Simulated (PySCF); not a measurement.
Job file and geometry (Å, from GFN2-xTB) of an NMR shielding run on `InChI=1S/C6H11BO/c1-4-6(8)5-7(2)3/h4H,1,5H2,2-3H3`, PySCF 2.14.0, density-fitted response routines, GIAO PBE0/pcSseg-1 NMR shielding, non-relativistic, gas phase; density fitting, a coarse starting grid and PySCF grid level 2 are the driver's defaults:

```
$ OMP_NUM_THREADS=1 python probes_run.py task.json out

{"job": {"kind": "nmr", "xc": "PBE0", "basis": "pcSseg-1"}, "charge": 0, "multiplicity": 1}
C      3.187592    -0.387975     0.557560
C      2.063101    -0.003976    -0.031462
C      0.983633    -0.971965    -0.342439
O      1.013689    -2.121272     0.039989
C     -0.164826    -0.394965    -1.125919
B     -1.225931     0.227758    -0.107420
C     -1.551644     1.766644    -0.183397
C     -1.911579    -0.720297     0.938874
H      3.329293    -1.424647     0.819010
H      3.986122     0.294974     0.794414
H      1.889076     1.025086    -0.311725
H      0.208068     0.330299    -1.848022
H     -0.645680    -1.217500    -1.658079
H     -1.795765     2.081038    -1.197407
H     -2.365249     2.077694     0.466971
H     -0.671662     2.344468     0.100795
H     -2.102574    -0.237206     1.895424
H     -1.347925    -1.632637     1.121567
H     -2.887543    -1.026269     0.558222
```

Problem. What does the program print?

Solution. 
```
coarse grid: 15512 points
cycle   1  E = -334.6576513831  dE =  8.952e-01  |g| = 8.754e-01  |ddm| = 3.782e+00
cycle   2  E = -334.2736193292  dE =  3.840e-01  |g| = 1.649e+00  |ddm| = 2.694e+00
cycle   3  E = -334.8059395120  dE = -5.323e-01  |g| = 2.726e-01  |ddm| = 2.149e+00
cycle   4  E = -334.8228972404  dE = -1.696e-02  |g| = 4.840e-02  |ddm| = 2.672e-01
cycle   5  E = -334.8233856177  dE = -4.884e-04  |g| = 1.577e-02  |ddm| = 5.019e-02
cycle   6  E = -334.8234404546  dE = -5.484e-05  |g| = 5.761e-03  |ddm| = 1.503e-02
cycle   7  E = -334.8234476978  dE = -7.243e-06  |g| = 2.109e-03  |ddm| = 5.483e-03
final grid: 148760 points
cycle   8  E = -334.8787378560  dE = -2.114e-05  |g| = 1.489e-02  |ddm| = 3.349e-02
cycle   9  E = -334.8786333244  dE =  1.045e-04  |g| = 2.760e-02  |ddm| = 3.539e-02
cycle  10  E = -334.8787829028  dE = -1.496e-04  |g| = 3.347e-03  |ddm| = 2.542e-02
cycle  11  E = -334.8787852252  dE = -2.322e-06  |g| = 3.716e-04  |ddm| = 2.717e-03
cycle  12  E = -334.8787852537  dE = -2.849e-08  |g| = 1.874e-04  |ddm| = 4.604e-04
cycle  13  E = -334.8787852623  dE = -8.631e-09  |g| = 3.420e-05  |ddm| = 1.797e-04
cycle  14  E = -334.8787852626  dE = -3.067e-10  |g| = 8.006e-06  |ddm| = 4.098e-05
converged SCF energy = -334.8787852626

GIAO shielding tensors (ppm)
atom      isotropic    diamagn.    paramagn.     s11        s22        s33       span
  0 C       50.006     252.463    -202.457    -65.812     38.140    177.690    243.501
  1 C       45.095     260.833    -215.738    -70.364     65.068    140.582    210.946
  2 C      -11.910     251.004    -262.913   -102.917    -34.281    101.469    204.386
  3 O     -281.050     400.999    -682.049   -841.380   -370.769    369.000   1210.380
  4 C      128.435     256.365    -127.930     81.804    131.618    171.885     90.081
  5 B       12.561     188.193    -175.632    -57.898    -21.738    117.317    175.215
  6 C      169.224     253.172     -83.948    149.254    172.861    185.557     36.304
  7 C      172.774     253.862     -81.088    149.985    181.081    187.257     37.272
  8 H       24.893      30.777      -5.884     22.041     24.033     28.606      6.566
  9 H       25.840      28.622      -2.782     23.410     25.529     28.580      5.171
 10 H       25.222      34.210      -8.988     20.813     24.200     30.654      9.840
 11 H       28.335      33.748      -5.414     27.846     28.336     28.822      0.976
 12 H       28.974      32.399      -3.425     26.296     27.855     32.771      6.475
 13 H       30.654      30.323       0.330     26.977     29.348     35.637      8.660
 14 H       30.459      30.395       0.064     26.566     29.541     35.270      8.704
 15 H       30.748      32.002      -1.254     27.071     29.471     35.702      8.630
 16 H       30.887      31.328      -0.440     27.310     29.445     35.907      8.597
 17 H       30.009      32.892      -2.882     25.360     29.757     34.910      9.550
 18 H       31.180      29.431       1.749     27.047     29.215     37.279     10.231
```

Size and cost of the density-fitted run: 191 basis functions, 45 s wall time on 1 thread of an Arm Neoverse N1, shared host; peak memory 0.85 GiB.
